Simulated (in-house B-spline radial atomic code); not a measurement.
# Os III (Os2+): [Ne] 3s2 (3p1/2)2 (3p3/2)3 3d10 4s2 4p6 4d10 4f14 5s2 5p6 5d6 6s1 (with a hole in an inner shell)

Method: Dirac-Kohn-Sham relativistic LDA, spherical fractional occupations, Fermi nucleus of rms radius 5.4126 fm. Calculated with an all-electron radial atomic-structure program (B-spline basis).

Effective charges: Z_r = [3n² - l(l+1)]/(2<r>) from the radius, Z_e = n√(-2ε) from the energy, and Slater's rules. Values are occupation-weighted means over j. An effective charge above Z reflects the relativistic contraction of the inner shells.

| shell | electrons | ε (eV) | <r> (bohr) | Z_r | Z_e | Slater |
| --- | --- | --- | --- | --- | --- | --- |
| 1s | 2 | -73328 | 0.01782 | 84.19 | 73.41 | 75.70 |
| 2s | 2 | -12850 | 0.07452 | 80.52 | 61.46 | 71.85 |
| 2p | 6 | -11315 | 0.06691 | 74.73 | 57.68 | 71.85 |
| 3s | 2 | -3037.4 | 0.1935 | 69.78 | 44.82 | 65.10 |
| 3p | 5 | -2600.3 | 0.1923 | 65.01 | 41.47 | 65.10 |
| 3d | 10 | -2022.9 | 0.1756 | 59.81 | 36.58 | 55.85 |
| 4s | 2 | -664.7 | 0.4299 | 55.83 | 27.96 | 49.10 |
| 4p | 6 | -510.86 | 0.4549 | 50.56 | 24.51 | 49.10 |
| 4d | 10 | -308.36 | 0.4828 | 43.50 | 19.04 | 37.85 |
| 5s | 2 | -116.39 | 0.9897 | 37.89 | 14.62 | 19.35 |
| 4f | 14 | -87.104 | 0.532 | 33.83 | 10.12 | 26.45 |
| 5p | 6 | -75.537 | 1.136 | 32.14 | 11.78 | 19.35 |
| 5d | 6 | -27.22 | 1.589 | 21.71 | 7.07 | 7.25 |
| 6s | 1 | -22.81 | 2.52 | 21.43 | 7.77 | 5.10 |

The least bound orbital is 6s1/2 at -22.81 eV, and it is also the most diffuse (<r> = 2.52 bohr). The part-filled 3p shell lies below the filled 5p shell in orbital energy.

For the 1s electron the small component carries 8.19 % of the norm, the zero-frequency Breit interaction raises the level by 262.3 eV, self-energy by 166.1 eV, and vacuum polarisation lowers it by 32.33 eV.
